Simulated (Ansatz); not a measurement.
Job for Ansatz (a first-principles code): R-B3LYP/def2-TZVPP on C2H7BO (SMILES CBOC), a point of a torsion scan.

Ansatz 0.2 input:
```yaml
crystal:
  periodic: [false, false, false]
  atoms:
    - {symbol: C, position_ang: [-1.23930072, 0.44565716, 0.15761988]}
    - {symbol: B, position_ang: [-0.53635075, -0.96259004, -0.07995574]}
    - {symbol: O, position_ang: [-0.10912787, -1.75939677, 0.89604889]}
    - {symbol: C, position_ang: [-0.21005414, -1.46928201, 2.27023650]}
    - {symbol: H, position_ang: [-0.77767522, 1.01053929, 0.96588221]}
    - {symbol: H, position_ang: [-2.28172184, 0.29642943, 0.44024953]}
    - {symbol: H, position_ang: [-1.23809657, 1.06963199, -0.73095226]}
    - {symbol: H, position_ang: [-0.36251422, -1.40093836, -1.15588462]}
    - {symbol: H, position_ang: [0.07112787, -2.36761046, 2.82206773]}
    - {symbol: H, position_ang: [-1.22894829, -1.18165238, 2.54034822]}
    - {symbol: H, position_ang: [0.46818606, -0.65578233, 2.54110220]}
basis:
  gaussian:
    orbitals: def2-TZVPP
hamiltonian:
  xc: {name: B3LYP}
scf: {lower_state_search: off}
```

Program output:

```
WARN ansatz: RAYON_NUM_THREADS=1 ignored (pool sized by the plan → 1); use --threads N
Functional definition: B3LYP
these checks for a lower state are left out or cut short: stability, starts, cluster_reference, orbital_swaps, neighbouring_geometries, increment
integrals: 0.11 GiB planned
1093 factors; their error is unknown
mean field: 1.11 GiB planned
mean field evaluation 1: about -4904.9523 eV, gradient 6.9e1 eV
mean field evaluation 2: about -4897.6756 eV, gradient 8.9e1 eV
mean field evaluation 4: about -4914.8966 eV, gradient 5.1e0 eV
mean field evaluation 8: about -4914.9470 eV, gradient 4.5e-2 eV
mean field evaluation 16: about -4914.9352 eV, gradient 1.9e-5 eV
mean field -4914.93523675 eV, -180.6205384880 hartree, gradient 7.0e-6 eV, S^2 0.000000; 0 other end points of the search recorded, 0 dependent functions left out
reference -4914.93550859 eV, -180.6205484778 hartree; 16, 16 occupied and 206, 206 virtual orbitals, 1093 factors
Total energy: -4914.93550859 eV, -180.6205484778 hartree
Checks for a lower state left out: stability, starts, cluster_reference, orbital_swaps, neighbouring_geometries, increment
```

The run converged.

Cost: very roughly 5 core-seconds.
